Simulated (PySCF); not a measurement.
Two species compared at the same levels of theory.

First species: C₈H₁₂F₂O.
SMILES: `C(C)[C@H]1[C@@H]2[C@H]([C@H](C1)C(F)F)O2`

Second species: C5H5ClO2S3.
InChI=1S/C5H5ClO2S3/c1-9-4-2-5(10-3-4)11(6,7)8/h2-3H,1H3

Levels: PBE0/pcSseg-1 for HOMO energy, LUMO energy and HOMO–LUMO gap. Geometries: GFN2-xTB. Each species is one conformer at its optimised geometry, gas phase, non-relativistic unless stated; the electronic structure was computed with PySCF and density fitting.

The conformers computed, where there is a choice (atom-mapped SMILES and torsion angles):
- `[CH3:1][S:2][c:3]1[cH:4][s:5][c:6]([S:7](=[O:8])(=[O:9])[Cl:10])[cH:11]1`: C1–S2–C3–C4 1°, S5–C6–S7–O8 -20°

The conformers of `CC[C@@H]1C[C@H](C(F)F)[C@@H]2O[C@H]12` aren't listed.

Values for the first species:

| Quantity | Value |
| --- | --- |
| HOMO energy | -7.89 eV |
| LUMO energy | 1.31 eV |
| HOMO–LUMO gap | 9.20 eV |

Estimate the same properties for the second species, and the change in each.

| property | first | second | second less first |
| --- | --- | --- | --- |
| HOMO energy | -7.89 eV | -6.78 eV | +1.11 eV |
| LUMO energy | 1.31 eV | -2.22 eV | -3.53 eV |
| HOMO–LUMO gap | 9.20 eV | 4.56 eV | -4.64 eV |

